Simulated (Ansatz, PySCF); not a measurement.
Al(Me)(OH) (CH4AlO), SMILES [CH3][Al+][OH], charge +1. Atoms are numbered in the order given.

```xyz
7

Al     0.0356    -0.0609     0.0462
C     -0.2243     1.4852    -1.0497
H     -0.9430     2.1525    -0.5674
H     -0.6071     1.1757    -2.0255
H      0.7302     2.0025    -1.1763
O      0.2521    -1.3563     0.9654
H      0.3856    -2.1296     1.5128
```
Charge +1, spin multiplicity 1.

Geometry optimised at TPSSh-D3(BJ)/def2-TZVP. The spin state was assumed, not searched. The isomer is the one that the SMILES or the coordinates give; other isomers of the formula were not compared. The values are those of a single conformer.

Two levels are set side by side: PBE-D3(BJ)/def2-TZVP (Ansatz, a quantum-chemistry and plane-wave program) and TPSSh-D3(BJ)/def2-TZVP (PySCF). Each level has its own optimised geometry; the coordinates shown are those of the second. Differences are taken from unrounded values.

```
quantity              TPSSh-D3(BJ)  PBE-D3(BJ)  PBE-D3(BJ) minus TPSSh-D3(BJ)
--------------------  ------------  ----------  -----------------------------
mean bond length (Å)         1.292       1.298                          0.006
bond Al1–C2 (Å)              1.913       1.915                          0.002
bond Al1–O6 (Å)              1.603       1.612                          0.009
bond C2–H3 (Å)               1.093       1.100                          0.007
bond C2–H4 (Å)               1.093       1.100                          0.007
bond C2–H5 (Å)               1.093       1.100                          0.007
bond O6–H7 (Å)               0.957       0.963                          0.006
```

Exact exchange shortens and stiffens bonds; PBE has none. Differences between two approximate levels are no errors against the true value.
